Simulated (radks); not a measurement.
Valence configurations of Ho+ (all share [Xe]). Calculated with a radial shooting solver on a logarithmic mesh with Libxc functionals: scalar-relativistic Kohn-Sham, BLYP, spin-polarised, spherical densities, finite nucleus; open shells are filled with parallel spins first (spin-orbit coupling, left out, can overturn this in heavy ions); Fermi nuclear charge, rms radius 5.2022 fm. Energies are relative to 4f11 6s1; eigenvalues in eV for spin up.

valence           E (eV)  moment (Bohr magnetons)    e(4f)    e(5d)   e(6p)    e(6s)
4f11 6s1           0.000                        4  -10.433        -       -   -9.284
4f10.5 5d0.5 6s1   1.069                        5  -13.562   -7.787       -   -9.709
4f10.5 6s1 6p0.5   2.137                        5  -15.234        -  -6.515  -10.498
4f10 6s2           2.515                        4  -19.247        -       -  -10.553
4f10 5d1 6s1       3.120                        6  -16.926   -8.560       -  -10.075
4f12               3.144                        2   -4.429        -       -        -
4f11 6p1           3.660                        4  -11.790        -  -6.339        -
4f10 6s1 6p1       6.132                        6  -20.473        -  -7.314  -11.660
4f10 6p2          10.507                        6  -21.757        -  -7.878        -
4f9 5d2 6s1       10.554                        8  -24.221  -10.052       -  -10.669

NIST lists [Xe] 4f11 6s1 as the ground configuration; this level of theory agrees among the configurations tried. The energies are those of spherical high-spin densities, not of single terms.
